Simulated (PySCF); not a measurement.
**Deuteron quadrupole couplings in `C=N[C@@]12C=C[C@@H](CC1)C2`**

Species: C8H11N.
Structure used (GFN2-xTB), in Å, numbered top down from 1:
```
atom  x, y, z in Å
C1     2.8924   -0.0633    0.0823
N2     1.8989   -0.6388   -0.4165
C3     0.5787   -0.1513   -0.1973
C4     0.3159    1.3324   -0.0328
C5    -0.8709    1.4630    0.5443
C6    -1.4190    0.0814    0.7861
C7    -1.7862   -0.4728   -0.6119
C8    -0.4159   -0.6247   -1.2928
C9    -0.1277   -0.6896    1.0647
H10    3.8698   -0.4882   -0.0987
H11    2.8545    0.8420    0.6975
H12    0.9595    2.1001   -0.4230
H13   -1.4142    2.3694    0.7435
H14   -2.2153    0.0023    1.5226
H15   -2.2911   -1.4333   -0.5146
H16   -2.4452    0.2078   -1.1496
H17   -0.3222   -0.0186   -2.1924
H18   -0.1944   -1.6588   -1.5499
H19    0.3722   -0.3770    1.9809
H20   -0.2450   -1.7711    1.0546
```

Level: PBE0/pcSseg-1 (PySCF, non-relativistic); Q(2H) = 0.00286 b; rigid geometry, the same for H and D, with no vibrational averaging.

**Question.** Rank these positions by the coupling χzz of a deuteron there, largest first.
A. H11 (hydrogen on a C=N carbon)
B. H12 (vinylic hydrogen)
C. H20 (methylene hydrogen)
D. H10 (hydrogen on a C=N carbon)

**Answer.** B (230 kHz), D (217 kHz), C (210 kHz), A (198 kHz).

**Question.** What are Vzz, η and χzz (234.96 MHz × Q × Vzz) at all hydrogens?

**Answer.** 
```
atom  bonded to  bond length (Å)  Vzz (au)     η  χzz (kHz)
 H10         C1            1.081    0.3231  0.03        217
 H11         C1            1.095    0.2950  0.04        198
 H12         C4            1.075    0.3428  0.04        230
 H13         C5            1.075    0.3417  0.04        230
 H14         C6            1.088    0.3142  0.01        211
 H15         C7            1.089    0.3105  0.00        209
 H16         C7            1.089    0.3099  0.01        208
 H17         C8            1.089    0.3109  0.01        209
 H18         C8            1.088    0.3105  0.01        209
 H19         C9            1.089    0.3092  0.01        208
 H20         C9            1.088    0.3121  0.02        210
```

**Question.** How does χzz go with the bond length over the 11 C–H bonds?

**Answer.** A straight-line fit has a slope of -15.2 kHz for each 0.01 Å, with a correlation coefficient of -0.99, over lengths from 1.075 to 1.095 Å. The longer bonds have the smaller couplings here.

Geometry: GFN2-xTB, one conformer, isolated molecule. GFN2-xTB bond lengths can be off by several hundredths of an ångström, more for odd bonds, and the gradients follow them. With a basis this small, the couplings can be 20 % off.

These values come from a run that also computed NMR shieldings. Hardware: an Arm Neoverse V1 with one thread, shared host. Cost: 38 s wall.
